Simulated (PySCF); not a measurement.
Gas-phase reaction: SiSe + 4 F2 = SeF4 + SiF4

Computed with PySCF and rigid-rotor harmonic-oscillator thermochemistry at 1 bar. † marks an energy on the PBE0/def2-TZVP geometry and frequencies; other levels use their own. CCSD(T) freezes the core. 6-31G* has spherical d functions here. All species are closed-shell singlets. B3LYP is the form with VWN-RPA correlation. Se: all electrons, no relativistic terms. CCSD(T) isn't extrapolated to the basis-set limit.

```
level                ΔH°(298 K), kJ
-------------------  --------------
B3LYP/6-31G*                      …
BLYP/def2-TZVP†                   …
CCSD(T)/def2-SVP†             -2283
CCSD(T)/def2-TZVPP†               …
PBE0/def2-QZVP†                   …
PBE0/def2-SVP†                -2368
PBE0/def2-TZVP                -2509
ωB97X-V/def2-TZVP†            -2542
```

### Question
Some entries are withheld; supply them.

### Answer

- B3LYP/6-31G*, ΔH°(298 K), kJ: -2360
- BLYP/def2-TZVP†, ΔH°(298 K), kJ: -2378
- CCSD(T)/def2-TZVPP†, ΔH°(298 K), kJ: -2497
- PBE0/def2-QZVP†, ΔH°(298 K), kJ: -2540
